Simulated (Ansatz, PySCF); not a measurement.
Dimer: CH4 (SMILES C) (first 5 atoms) with H2S (SMILES S); geometry from B3LYP-D3(BJ)/def2-TZVP, rigid monomers moved along the line of their centres of mass till C1···H8 is 4.18 Å.
(charge 0, multiplicity 1):
```xyz
8

C     -0.0080    -0.0567     0.1689
H     -0.8535     0.2177     0.7981
H     -0.2160     0.2255    -0.8621
H      0.8882     0.4591     0.5116
H      0.1503    -1.1334     0.2223
S      0.5708    -0.0926     5.3013
H      0.5080     1.0156     4.5467
H      0.5898    -0.8907     4.2226
```

Monomers are frozen at their geometry in the pair; levels with a basis set take the counterpoise correction.

Frozen-core correlation. CBS: X⁻³ extrapolation of the correlation energy, Hartree–Fock from the larger set.

The values were computed with Ansatz (a program for electronic structure); PySCF for the dispersion terms. Each number belongs to the level named beside it.

PBE/def2-TZVPPD gives -0.15 kcal/mol for the interaction energy.

Predict the shift from PBE, with its sign, for: PBE-D3(BJ)/def2-TZVPPD, r2SCAN/def2-TZVPPD, PBE0/def2-TZVPPD, wB97M-V/def2-TZVPPD, MP2/CBS(aug-cc-pV(D+d)Z, aug-cc-pV(T+d)Z), CCSD(T)/CBS(aug-cc-pV(D+d)Z, aug-cc-pV(T+d)Z).

PBE-D3(BJ)/def2-TZVPPD -0.20; r2SCAN/def2-TZVPPD 0.01; PBE0/def2-TZVPPD 0.03; wB97M-V/def2-TZVPPD -0.09; MP2/CBS(aug-cc-pV(D+d)Z, aug-cc-pV(T+d)Z) -0.11; CCSD(T)/CBS(aug-cc-pV(D+d)Z, aug-cc-pV(T+d)Z) -0.10 kcal/mol. 2 of 6 lie above PBE; the widest gap is to PBE-D3(BJ)/def2-TZVPPD.
